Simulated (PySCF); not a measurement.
# One molecule, several mistakes: Al2BCH4

All numbers below are calculated, not measured. They come from PySCF 2.14.0, an open-source quantum chemistry program, on an isolated molecule that a program drew, which may never have been made. The molecule is Al2BCH4 (charge 0, doublet), drawn as the SMILES string `B=[CH][Al][AlH2]`.

Each row is a Hartree-Fock (HF) and frozen-core CCSD(T) single point in the cc-pV(D+d)Z basis, meant for a local HF minimum. Run 1 is clean. Each other run has one planted mistake out of seven kinds, and not every kind appears here: one electron removed, one electron added, multiplicity raised by two, geometry at a saddle point, minimal basis STO-3G, one bond length entered in bohr, all coordinates scaled. The reference is restricted for singlets and unrestricted otherwise, and also for a bond in bohr. Adding or removing an electron swaps singlet and doublet. Electrons count all cores. HOMO and LUMO are orbital energies over both spins, the gradient is its largest component, and the lowest frequency (negative if imaginary) is given only where the gradient is small. Bond lengths are over the 7 bonds as drawn. T1 is the CCSD diagnostic: over 0.02 (restricted) or 0.045 (unrestricted) a single reference is doubtful.

Geometry of the clean run:
```xyz
8
Al2BCH4, angstrom
B    -1.4248    0.5682   -1.2079
C    -1.3883   -0.6008   -0.4988
Al    0.2100   -0.3676    0.5841
Al    1.9160    1.5797    0.7493
H    -1.3596    1.6040   -1.7618
H    -1.9820   -1.4983   -0.4281
H     3.2676    1.5439   -0.0825
H     1.7731    2.6871    1.8778
```

```
run,electrons,basis functions,<S^2>,HOMO (eV),LUMO (eV),gradient (hartree/bohr),lowest frequency (cm^-1),mean bond (Å),longest bond (Å),T1,HF (hartree),CCSD(T) (hartree),mistake
1,41,94,0.795,-7.11,0.41,1.9e-05,79,1.6195,2.594,0.0249,-548.64021,-549.02420,no fault
2,40,94,0.000,-14.36,-5.75,3.2e-02,-,1.6195,2.594,0.0180,-548.40472,-548.77446,one electron removed
3,41,94,0.770,-5.90,0.64,5.7e-05,-262,1.5992,2.464,0.0201,-548.62397,-549.00631,geometry at a saddle point
4,41,94,0.965,-7.62,0.64,1.4e-02,-,1.9492,4.902,0.0492,-548.59417,-548.97329,one bond length entered in bohr
5,41,94,0.796,-7.12,0.38,1.4e-02,-,1.6519,2.646,0.0254,-548.63763,-549.02368,?
```

**Which mistake was planted in run 5, and what did it cost?**

The mean and the longest bond both change by the same factor, 1.020, and the gradient is no longer small. So the mistake is: all coordinates scaled. Subtracting run 1 and multiplying by 627.51 kcal/mol a hartree, the energy moved by 1.6 kcal/mol in HF and 0.3 kcal/mol in CCSD(T).

Cautions from the logs. Run 4: T1 is over the limit, so its CCSD(T) energy is less reliable.
